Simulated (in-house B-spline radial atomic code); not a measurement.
Results of a calculation; reference values are marked as such.
## C6 from the polarisability at imaginary frequency: Au+

LDA exchange-only linear response of the closed shell [Xe] 4f14 5d10, from an all-electron radial atomic-structure program (B-spline basis); scalar-relativistic (spin-free one-electron X2C), finite nucleus, no spin-orbit coupling; shells from n = 3 respond.

The dispersion coefficient of two like species is C6 = (3/π) ∫ α(iu)² du from 0 to ∞.

| u (hartree) | α(iu) (bohr³) |
| --- | --- |
| 0 | 15.13 |
| 0.0849 | 14.65 |
| 0.198 | 13.01 |
| 0.339 | 10.78 |
| 0.566 | 8.094 |
| 0.849 | 5.979 |
| 1.27 | 4.112 |
| 1.98 | 2.49 |
| 2.83 | 1.565 |
| 4.24 | 0.8802 |
| 7.07 | 0.4097 |
| 14.1 | 0.1435 |

(1) Fit one oscillator, α(iu) = α(0)/(1 + u²/ω²), through u = 0.849 and estimate C6.

(2) How does that compare with the full integral?

Results:

(1) From α(0)/α(iu) − 1 = 15.13/5.979 − 1 = 1.5305, ω = u/√1.5305 = 0.6863 hartree (18.7 eV). London's formula gives C6 = (3/4) α(0)² ω = 0.75 × 15.13² × 0.6863 = 117.8 hartree·bohr⁶, and the oscillator holds f = α(0) ω² = 7.13 electrons, of a sum of oscillator strengths of 71.6.

(2) The program's quadrature over all excitations gives C6 = 114, so the single oscillator is off by +3.4 %. At the last point the fit gives α = 0.0358 against 0.143: higher excitations, and deeper shells where there are any, keep the true curve higher at large u.
